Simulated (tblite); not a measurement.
Species: C6H4F3OP.
Structure used (GFN2-xTB), in Å, numbered top down from 1:
```
atom  x, y, z in Å
F1     3.6763   -0.8781    0.5990
C2     3.2061    0.1865   -0.0736
F3     3.7565    0.1297   -1.3043
F4     3.7491    1.2748    0.5110
C5     1.7291    0.2265   -0.1036
P6     0.8646   -0.9924    0.6580
C7    -0.8137   -0.4543    0.3149
C8    -1.9975   -1.0518    0.6851
C9    -3.0277   -0.2407    0.1717
C10   -2.4033    0.7883   -0.4717
O11   -1.0763    0.6693   -0.3914
H12    1.3038    1.0647   -0.6318
H13   -2.0991   -1.9548    1.2513
H14   -4.0828   -0.3946    0.2652
H15   -2.7897    1.6349   -1.0055
```

Method: GFN2-xTB as coded in tblite; computed harmonic values from a numerical Hessian at the method's own geometry, unscaled. Errors from tens to a few hundred cm⁻¹ against measured bands are possible. One conformer, not necessarily the lowest.

Harmonic wavenumbers (cm⁻¹): 26.9, 52.5, 77.1, 82.5, 167.1, 201.5, 268.2, 351.5, 369.9, 474.9, 496.0, 506.0, 584.0, 600.4, 613.3, 686.7, 779.2, 825.3, 831.2, 852.6, 856.7, 907.4, 1003.4, 1006.1, 1037.1, 1055.9, 1083.5, 1122.1, 1170.2, 1191.0, 1212.0, 1296.8, 1370.6, 1406.2, 1531.3, 3094.3, 3163.1, 3183.2, 3194.5.

A = 2755, B = 444.8, C = 410.2 MHz; mass 179.995 u (most abundant isotopes); point group Cs, symmetry number 1.

Zero-point energy?

Half the sum of the wavenumbers: 19366 cm⁻¹ = 55.37 kcal/mol.

Give the ideal-gas entropy at 273.15 K and 1 bar in the rigid-rotor, harmonic-oscillator model (classical rotation).

Translation 41.06, rotation 30.58, vibration 29.86: S = 101.5 cal/(mol K).

And Cp and H(273.15 K) − H(0)?

Cp = 36.20 cal/(mol K), of which vibrations give 28.26 (their classical limit is 39 R = 77.5); H(273.15 K) − H(0) = 6.18 kcal/mol without the zero-point energy, 4.01 from vibrations.

Which modes carry the vibrational entropy at 273.15 K?

26.9 cm⁻¹: 5.87; 52.5 cm⁻¹: 4.55; 77.1 cm⁻¹: 3.79; 82.5 cm⁻¹: 3.66; 167.1 cm⁻¹: 2.30; 201.5 cm⁻¹: 1.96 cal/(mol K); the other 33 give 7.72 together.

Blend soft modes into free rotors: weight 1/[1 + (100 cm⁻¹/ν̃)⁴] for the oscillator and the rest for a rotor with moment μB/(μ + B), μ = h/(8π²ν), B = 10⁻⁴⁴ kg m². What vibrational entropy results?

25.98 cal/(mol K) in place of 29.86, which changes −T·S at 273.15 K by +1.06 kcal/mol.

Hindered rotation and anharmonicity are outside this model. Other conformers, if any are populated, would add a mixing term that is left out.

The run took 0.62 s of wall time on Arm Neoverse V1, one thread, on a shared host. This covers the Hessian and the dipole derivatives.
